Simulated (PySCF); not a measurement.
## Se³⁺ (selenium, charge +3) across methods

[Ar] 3d10 4s2 4p1, 2P determinant. Calculation: PySCF 2.14, in aug-cc-pVQZ-PP with one added diffuse shell each of s, p, d, f, g type with ECP10MDF (8s7p6d4f3g, 114 functions); a scalar-relativistic core potential.

```csv
method,E (hartree),mean ε 4s α (eV),mean ε 4s β (eV),mean ε 4p α (eV),Σ⟨r²⟩ (bohr²),⟨S²⟩
TPSSh,-370.7485,-50.414,-48.878,-37.705,18.11,0.752
LDA,-370.2664,-50.047,-49.037,-36.919,18.09,0.751
r2SCAN,-370.6923,-50.233,-48.875,-37.486,18.07,0.754
UHF,-369.64533,-55.584,-52.440,-42.275,18.25,0.758
wB97X-V,-370.8129,-53.928,-52.427,-40.789,18.14,0.752
HSE06,-370.7939,-50.995,-49.529,-37.991,18.11,0.752
PBE,-370.8344,-49.651,-48.518,-36.898,18.11,0.752
```

(1) Estimate the same row for PBE0.

Energies and moments cover only the electrons outside the core potential.

Results:

(1) E (hartree) = -370.8000; mean ε 4s α (eV) = -51.367; mean ε 4s β (eV) = -49.792; mean ε 4p α (eV) = -38.427; Σ⟨r²⟩ (bohr²) = 18.11; ⟨S²⟩ = 0.752.
